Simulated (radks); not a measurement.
Problem. The silver ion Ag2+, 45 electrons, occupied as [Kr] 4d9 (the NIST ground configuration). Method: scalar-relativistic Kohn-Sham, Slater X-alpha with alpha = 0.667, spin-polarised, spherical densities, point nucleus; open shells are filled with parallel spins first (spin-orbit coupling, left out, can overturn this in heavy ions); computed with a radial shooting solver on a logarithmic mesh with Libxc functionals. Some entries of the table are withheld. Estimate them.

orbital,occ.,eigenvalue (hartree),<r> (bohr)
1s up,1,-930.4613,0.03114
1s down,1,-930.4612,0.03114
2s up,1,-137.6838,0.1351
2s down,1,-137.6767,0.1351
2p up,3,-123.6559,0.1177
2p down,3,-123.6503,0.1177
3s up,1,-25.85382,0.3693
3s down,1,-25.84871,0.3692
3p up,3,-21.24721,0.3682
3p down,3,-21.24167,0.3681
3d up,5,-13.96001,(1)
3d down,5,-13.95272,(2)
4s up,1,(3),0.9095
4s down,1,(4),0.9090
4p up,3,-2.93480,0.9953
4p down,3,-2.90422,0.9951
4d up,5,-1.02817,(5)
4d down,4,-0.99871,(6)

Solution. 
(1) 3d up <r> (bohr): 0.3461
(2) 3d down <r> (bohr): 0.3461
(3) 4s up eigenvalue (hartree): -4.27690
(4) 4s down eigenvalue (hartree): -4.24711
(5) 4d up <r> (bohr): 1.316
(6) 4d down <r> (bohr): 1.321
